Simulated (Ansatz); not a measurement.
Mulliken charges of F2H3N2Ta (`[NH]=[Ta]([NH2])([F])[F]`) from B3LYP/def2-TZVPP in Ansatz (PBE0-D4/def2-TZVP geometry).

```tsv
atom	x (Å)	y (Å)	z (Å)	charge (e)
N1	-0.060	1.646	0.372	-0.461
Ta2	-0.339	0.162	-0.532	1.123
N3	0.567	-1.210	0.544	-0.435
F4	-2.184	-0.221	-0.675	-0.351
F5	0.421	0.255	-2.260	-0.351
H6	0.031	2.554	0.795	0.154
H7	1.063	-1.054	1.407	0.177
H8	0.592	-2.189	0.292	0.145
```

Q: By hand: the dipole of these point charges (1 e Å = 4.8032 D).

A: Σ q r = (0.298, -0.173, 0.438) e Å, of length 0.557 e Å = 2.68 D.

Q: How does the dipole of the full density compare? (Estimate.)

A: Ansatz gave: (0.256, -0.272, 0.339) e Å, 2.42 D; the point charges give 1.11 times that, at 15° from its direction.

Point charges leave out the atoms' own dipoles, such as those of lone pairs, and Mulliken's split depends on the basis, so the close match here is no proof of good charges.

B3LYP here is the variant with VWN-RPA as its local correlation; programs differ in this.
